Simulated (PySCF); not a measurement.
Two-component Hartree-Fock for Sc (scandium, neutral)

Start: [Ar] 3d1 4s2; 3d3/2 filled at m_j = +3/2. Calculated with PySCF 2.14 in x2c-SVPall-2c with one added diffuse shell each of s, d type (6s5p4d1f, 48 functions): generalised Hartree-Fock with the X2C-1e Hamiltonian and a Gaussian nucleus; spin-orbit coupling (SO) screened by Boettger's factors.

```csv
spinor shell,electrons,"ε, screened SO (eV)",weight of nominal j (screened SO),"rms radius, screened SO (bohr)"
1s1/2,2,-4548.6,1.000,0.0845
2s1/2,2,-535.78,1.000,0.370
2p1/2,2,-441.76,1.000,0.338
3s1/2,2,-80.970,1.000,1.14
3p1/2,2,-53.227,0.999,1.24
3p3/2,4,-52.638,1.000,1.24
4s1/2,2,-10.158,0.999,3.64
3d3/2,1,-1.438,1.000,10.0
```

Question: Where does 2p3/2 lie, and what is the 2p spin-orbit splitting (screened SO)?

Answer: At -437.04 eV, 4.722 eV above 2p1/2.

```tsv
quantity	screened SO
E (hartree)	-762.95616
M_J	3/2
⟨J²⟩	3.759
⟨L²⟩	6.009
⟨S²⟩	0.750
```
